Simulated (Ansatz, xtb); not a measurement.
## A geometry optimisation of GaH6OSn+ with r2SCAN-D4/def2-SVP

The starting geometry of this gas-phase singlet has its atoms placed at random.

```xyz
9

Ga   -0.6390    0.4234    0.8232
O     2.2628    0.0942    0.2581
Sn    0.4130    0.6063   -1.9034
H    -1.0337   -0.7564   -0.1625
H    -0.7172   -0.1507   -1.2892
H     0.1041    0.0402    1.9014
H    -0.0933   -1.2606   -0.1927
H     2.0345    0.8096   -1.0719
H    -0.1070   -1.0252   -2.0165
```

Guess where an optimisation with r2SCAN-D4/def2-SVP ends from this start.

It loosens into GaH2OSn + H2 + H2, which stay close as a complex (formulas without charges). Distances that change by over a tenth: Ga1–H6 (1.36 → 1.55 Å). Contacts that open: Ga1–H4 (1.59 → 2.37 Å), Sn3–H5 (1.49 → 2.53 Å), Sn3–H8 (1.83 → 2.94 Å), Sn3–H9 (1.72 → 2.53 Å). Contacts that close: Ga1–O2 (2.97 → 1.97 Å), O2–Sn3 (2.89 → 2.15 Å), O2–H8 (1.53 → 0.97 Å), H4–H7 (1.07 → 0.77 Å), H5–H9 (1.29 → 0.77 Å).

The energy falls by 11.66 eV over 28 steps:

```tsv
step	E − E(last) (eV)
1	11.657
4	3.566
7	0.656
10	0.112
13	0.009
16	0.004
19	0.003
22	0.002
25	0.000
28	0.000
```

Final geometry (Å):

```csv
atom,x (Å),y (Å),z (Å)
Ga,-0.0309,0.7087,0.6982
O,1.5914,0.5188,-0.4050
Sn,0.3270,1.5102,-1.8393
H,-0.8108,-1.4858,0.2643
H,-0.7943,-0.7334,-2.1906
H,0.2047,0.4190,2.2059
H,-0.3566,-1.6946,0.8450
H,2.5150,0.2159,-0.3705
H,-0.4213,-0.6781,-2.8614
```

From the same start GFN2-xTB ends elsewhere, in pieces: GaH4OSn + H + H.

From so rough a start the end depends on the optimiser's path, so another program may land elsewhere. The end wasn't checked by frequencies. Atoms past krypton carry core potentials, without spin–orbit terms. Run with Ansatz 0.2.0, 69 s on 2 threads of Intel(R) Xeon(R) Platinum 8259CL CPU @ 2.50GHz (Skylake/Cascade Lake), on a shared host.
